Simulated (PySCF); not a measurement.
[RuCl6]3- (charge -3 and doublet state).
Bonds: Ru1–Cl2, Ru1–Cl3, Ru1–Cl4, Ru1–Cl5, Ru1–Cl6, Ru1–Cl7.

Method: PBE0-D3(BJ)/def2-SVP geometry optimisation, gas phase, def2 core potentials past Kr in PySCF 2.14.0.

**Question.** Give the optimised bond lengths and angles.

**Answer.** 
| bond | length (Å) |
| --- | --- |
| Ru1–Cl2 and 5 like bonds | 2.444 |

Bonds in one row agree within 0.01 Å and their mean is given. A selection of angles:
| angle | degrees |
| --- | --- |
| Cl2–Ru1–Cl3 | 179.8 |
| Cl2–Ru1–Cl4 | 89.3 |
| Cl2–Ru1–Cl5 | 90.7 |

All 6 Cl–Ru bonds measure 2.444 Å. Ru1 (ruthenium bonded to 6 Cl) is octahedral (the three widest angles are 179.8°, 179.8° and 179.8°, the others run from 89.2° to 90.9°).

No frequency check. ⟨S²⟩ = 0.767 (exact for a doublet: 0.75). Whether so highly charged an anion holds all its electrons in the gas phase wasn't checked; a finite basis holds them in any case. The ion is multiply charged and computed without counter-ions or solvent. The geometry's basis has no diffuse functions, a weakness for an anion.

Caution for open-shell metal species: one SCF solution and one stationary point were followed, and a lower state or a bent or distorted shape isn't ruled out.
